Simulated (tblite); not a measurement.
Parent: `[CH2:1]=[N:2][SiH2:3][CH:4]([CH3:5])[CH3:6]` with C1–N2–Si3–C4 115°, N2–Si3–C4–C5 49°, C4H11NSi.

Structures optimised with GFN2-xTB, isolated species. One conformer each, not checked by frequencies here.

```json
{"coordinate of the parent": "C1=N2", "value": "1.246 Å"}
{"coordinate of the parent": "N2–Si3", "value": "1.721 Å"}
{"coordinate of the parent": "Si3–C4", "value": "1.910 Å"}
{"coordinate of the parent": "C4–C5", "value": "1.526 Å"}
{"coordinate of the parent": "C4–C6", "value": "1.525 Å"}
{"coordinate of the parent": "C1–N2–Si3", "value": "135.2°"}
{"coordinate of the parent": "N2–Si3–C4", "value": "104.5°"}
{"coordinate of the parent": "Si3–C4–C5", "value": "111.6°"}
{"coordinate of the parent": "Si3–C4–C6", "value": "110.7°"}
{"coordinate of the parent": "C5–C4–C6", "value": "110.1°"}
```

Question: How does the shared frame change in `[CH2:1]=[N:2][SiH2:3][C@@H:4]([CH3:5])[CH2:6][CH2:7][F:8]` with C1–N2–Si3–C4 -121°, N2–Si3–C4–C5 170°, Si3–C4–C6–C7 71°, C4–C6–C7–F8 178°, C5H12FNSi? Atoms pair as C1 = C1, N2 = N2, Si3 = Si3, C4 = C4, C5 = C6, C6 = C5 (parent first).

Answer: 
| parent | relative | value in the relative | change |
| --- | --- | --- | --- |
| C1=N2 | C1=N2 | 1.247 Å | +0.001 |
| N2–Si3 | N2–Si3 | 1.724 Å | +0.003 |
| Si3–C4 | Si3–C4 | 1.913 Å | +0.003 |
| C4–C5 | C4–C6 | 1.530 Å | +0.004 |
| C4–C6 | C4–C5 | 1.527 Å | +0.002 |
| C1–N2–Si3 | C1–N2–Si3 | 134.3° | -0.9 |
| N2–Si3–C4 | N2–Si3–C4 | 106.5° | +2.0 |
| Si3–C4–C5 | Si3–C4–C6 | 113.2° | +1.6 |
| Si3–C4–C6 | Si3–C4–C5 | 109.4° | -1.3 |
| C5–C4–C6 | C6–C4–C5 | 109.2° | -0.9 |

Of the parent's bonds, N2–Si3, Si3–C4 and C4–C5 change most and about equally (+0.003 to +0.004 Å). Bonds of the relative outside the shared frame: C6–C7 1.520, C7–F8 1.379 Å. Point group C1 → C1.

Question: How does the shared frame change in `[CH2:1]=[N:2][SiH2:3][C@@H:4]([CH3:5])[CH2:6][C:7]([CH3:8])=[O:9]` with C1–N2–Si3–C4 -120°, N2–Si3–C4–C5 101°, Si3–C4–C6–C7 -48°, C4–C6–C7–C8 -153°, C6H13NOSi? Atoms pair as C1 = C1, N2 = N2, Si3 = Si3, C4 = C4, C5 = C5, C6 = C6 (parent first).

Answer: 
```
   parent   relative  value in the relative  change
    C1=N2      C1=N2                1.244 Å  -0.002
   N2–Si3     N2–Si3                1.736 Å  +0.015
   Si3–C4     Si3–C4                1.918 Å  +0.008
    C4–C5      C4–C5                1.525 Å  -0.001
    C4–C6      C4–C6                1.524 Å  -0.001
C1–N2–Si3  C1–N2–Si3                 133.9°    -1.3
N2–Si3–C4  N2–Si3–C4                  99.4°    -5.1
Si3–C4–C5  Si3–C4–C5                 111.6°     0.0
Si3–C4–C6  Si3–C4–C6                 110.6°    -0.1
 C5–C4–C6   C5–C4–C6                 110.0°    -0.1
```

Of the parent's bonds, N2–Si3 changes most (+0.015 Å). Bonds of the relative outside the shared frame: C6–C7 1.502, C7–C8 1.505, C7=O9 1.208 Å. Point group C1 → C1.

Question: How does the shared frame change in `[CH2:1]=[N:2][SiH2:3][C@@H:4]([CH3:5])[CH2:6][NH:7][CH3:8]` with C1–N2–Si3–C4 112°, N2–Si3–C4–C5 -90°, Si3–C4–C6–N7 64°, C4–C6–N7–C8 180°, C5H14N2Si? Atoms pair as C1 = C1, N2 = N2, Si3 = Si3, C4 = C4, C5 = C6, C6 = C5 (parent first).

Answer: 
```csv
parent,relative,value in the relative,change
C1=N2,C1=N2,1.247 Å,+0.001
N2–Si3,N2–Si3,1.723 Å,+0.002
Si3–C4,Si3–C4,1.913 Å,+0.003
C4–C5,C4–C6,1.527 Å,+0.001
C4–C6,C4–C5,1.527 Å,+0.002
C1–N2–Si3,C1–N2–Si3,135.4°,+0.2
N2–Si3–C4,N2–Si3–C4,105.1°,+0.6
Si3–C4–C5,Si3–C4–C6,112.8°,+1.2
Si3–C4–C6,Si3–C4–C5,111.4°,+0.7
C5–C4–C6,C6–C4–C5,109.7°,-0.4
```

No shared bond changes by more than 0.004 Å. Bonds of the relative outside the shared frame: C6–N7 1.449, N7–C8 1.447 Å. Point group C1 → C1.

Question: How does the shared frame change in `[CH2:1]=[N:2][SiH2:3][C@@H:4]([CH3:5])[CH2:6][C:7]([F:8])([F:9])[F:10]` with C1–N2–Si3–C4 -125°, N2–Si3–C4–C5 -77°, Si3–C4–C6–C7 63°, C5H10F3NSi? Atoms pair as C1 = C1, N2 = N2, Si3 = Si3, C4 = C4, C5 = C6, C6 = C5 (parent first).

Answer: 
```json
{"parent": "C1=N2", "relative": "C1=N2", "value in the relative": "1.248 Å", "change": "+0.002"}
{"parent": "N2–Si3", "relative": "N2–Si3", "value in the relative": "1.721 Å", "change": "0.000"}
{"parent": "Si3–C4", "relative": "Si3–C4", "value in the relative": "1.919 Å", "change": "+0.009"}
{"parent": "C4–C5", "relative": "C4–C6", "value in the relative": "1.529 Å", "change": "+0.003"}
{"parent": "C4–C6", "relative": "C4–C5", "value in the relative": "1.526 Å", "change": "+0.001"}
{"parent": "C1–N2–Si3", "relative": "C1–N2–Si3", "value in the relative": "134.9°", "change": "-0.3"}
{"parent": "N2–Si3–C4", "relative": "N2–Si3–C4", "value in the relative": "102.6°", "change": "-1.9"}
{"parent": "Si3–C4–C5", "relative": "Si3–C4–C6", "value in the relative": "112.9°", "change": "+1.3"}
{"parent": "Si3–C4–C6", "relative": "Si3–C4–C5", "value in the relative": "110.8°", "change": "+0.1"}
{"parent": "C5–C4–C6", "relative": "C6–C4–C5", "value in the relative": "108.7°", "change": "-1.4"}
```

Of the parent's bonds, Si3–C4 changes most (+0.009 Å). Bonds of the relative outside the shared frame: C6–C7 1.509, C7–F8 1.346, C7–F9 1.347, C7–F10 1.342 Å. Point group C1 → C1.

Question: How does the shared frame change in `[CH2:1]=[N:2][SiH2:3][C@H:4]([CH3:5])[CH2:6][C:7]([CH3:8])=[S:9]` with C1–N2–Si3–C4 -124°, N2–Si3–C4–C5 -164°, Si3–C4–C6–C7 -60°, C4–C6–C7–C8 -59°, C6H13NSSi? Atoms pair as C1 = C1, N2 = N2, Si3 = Si3, C4 = C4, C5 = C6, C6 = C5 (parent first).

Answer: 
```
   parent   relative  value in the relative  change
    C1=N2      C1=N2                1.249 Å  +0.003
   N2–Si3     N2–Si3                1.723 Å  +0.002
   Si3–C4     Si3–C4                1.913 Å  +0.003
    C4–C5      C4–C6                1.538 Å  +0.012
    C4–C6      C4–C5                1.524 Å  -0.001
C1–N2–Si3  C1–N2–Si3                 133.5°    -1.7
N2–Si3–C4  N2–Si3–C4                 105.2°    +0.7
Si3–C4–C5  Si3–C4–C6                 112.5°    +0.9
Si3–C4–C6  Si3–C4–C5                 110.2°    -0.5
 C5–C4–C6   C6–C4–C5                 109.1°    -1.0
```

Of the parent's bonds, C4–C5 changes most (+0.012 Å). Bonds of the relative outside the shared frame: C6–C7 1.490, C7–C8 1.487, C7=S9 1.627 Å. Point group C1 → C1.

These are computed values.
